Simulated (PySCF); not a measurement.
**Vertical excitation energies**

Compound: Ge(GeH3)Cl3.
SMILES: `[Cl][Ge]([Cl])([Cl])[GeH3]`

Computed with TDDFT B3LYP/def2-SVPD, vertical, gas phase, core orbitals frozen in the response in PySCF. Isolated species at its PBE0-D3(BJ)/def2-SVP geometry, gas phase. The B3LYP/def2-SVPD calculation is non-relativistic and has no spin–orbit coupling, an omission that weighs most on germanium.

Task: List the vertical singlet excitations with oscillator strengths and describe the spectrum.

Result: 

```json
{"state": "S1", "E (eV)": "5.74", "E (hartree)": "0.2110", "f": "0.225", "main configurations (H = HOMO, L = LUMO)": "H→L (96%)"}
{"state": "S2", "E (eV)": "5.79", "E (hartree)": "0.2129", "f": "0.0000", "main configurations (H = HOMO, L = LUMO)": "H-1→L (99%)"}
{"state": "S3", "E (eV)": "6.07", "E (hartree)": "0.2232", "f": "0.0089", "main configurations (H = HOMO, L = LUMO)": "H-3/H-2→L (≥94%)"}
{"state": "S4", "E (eV)": "6.07", "E (hartree)": "0.2232", "f": "0.0089", "main configurations (H = HOMO, L = LUMO)": "H-3/H-2→L (≥94%)"}
{"state": "S5", "E (eV)": "6.50", "E (hartree)": "0.2388", "f": "0.0077", "main configurations (H = HOMO, L = LUMO)": "H-4→L (88%)"}
{"state": "S6", "E (eV)": "6.50", "E (hartree)": "0.2389", "f": "0.0079", "main configurations (H = HOMO, L = LUMO)": "H-5→L (88%)"}
{"state": "S7", "E (eV)": "6.80", "E (hartree)": "0.2500", "f": "0.044", "main configurations (H = HOMO, L = LUMO)": "H→L+1 (85%)"}
{"state": "S8", "E (eV)": "6.81", "E (hartree)": "0.2504", "f": "0.043", "main configurations (H = HOMO, L = LUMO)": "H→L+2 (84%)"}
{"state": "S9", "E (eV)": "7.11", "E (hartree)": "0.2612", "f": "0.022", "main configurations (H = HOMO, L = LUMO)": "H-1→L+1 (85%)"}
{"state": "S10", "E (eV)": "7.12", "E (hartree)": "0.2615", "f": "0.021", "main configurations (H = HOMO, L = LUMO)": "H-1→L+2 (86%)"}
{"state": "S11", "E (eV)": "7.26", "E (hartree)": "0.2670", "f": "0.0002", "main configurations (H = HOMO, L = LUMO)": "H-3/H-2→L+1 (≥52%), H-3/H-2→L+2 (≥20%), H→L+3 (13%)"}
{"state": "S12", "E (eV)": "7.27", "E (hartree)": "0.2671", "f": "0.0008", "main configurations (H = HOMO, L = LUMO)": "H-3/H-2→L+1 (≥76%), H-3/H-2→L+2 (≥13%)"}
{"state": "S13", "E (eV)": "7.28", "E (hartree)": "0.2677", "f": "0.0042", "main configurations (H = HOMO, L = LUMO)": "H-3/H-2→L+2 (≥74%), H-3/H-2→L+1 (≥16%)"}
{"state": "S14", "E (eV)": "7.28", "E (hartree)": "0.2677", "f": "0.0065", "main configurations (H = HOMO, L = LUMO)": "H-3/H-2→L+2 (≥63%), H-3/H-2→L+1 (≥16%)"}
```

Triplets (Tamm–Dancoff): T1 4.99 eV, H→L (98%); T2 5.48 eV, H-1→L (95%); T3 5.67 eV, H-3/H-2→L (≥92%); T4 5.67 eV, H-3/H-2→L (≥92%).

The lowest singlet comes at 216 nm (554 kJ/mol) in the ultraviolet; it is strong; its leading configuration is HOMO→LUMO (96%). The lowest level is also the most intense of those listed (f = 0.225). S3/S4, S5/S6, S9/S10, S11/S12 and S13/S14 lie within about 0.01 eV of each other in each set. Löwdin shares by element: HOMO chlorine 55%, germanium 20% or more (atoms not listed hold the other 26%); LUMO germanium 38%, chlorine 34% or more (atoms not listed hold the other 28%). Weighted by f, the mean energy of these states is 6.21 eV. The oscillator strengths of these states sum to 0.400; summed over the whole spectrum of an exact calculation they would give the number of electrons, 118 (Thomas–Reiche–Kuhn). The listed states span 1.54 eV, and the widest gap between neighbours is 0.42 eV (S4 to S5). Orbitals of the list HOMO-3 to LUMO+2 that lie within 0.01 eV of each other are written together with a slash and their weights summed (≥ marks a lower bound); for degenerate orbitals outside that list single weights are arbitrary. The window holds the lowest 15 singlets. The highest level found (7.30 eV, f 0.052 so far) is left out, since the window may have cut off a degenerate partner.
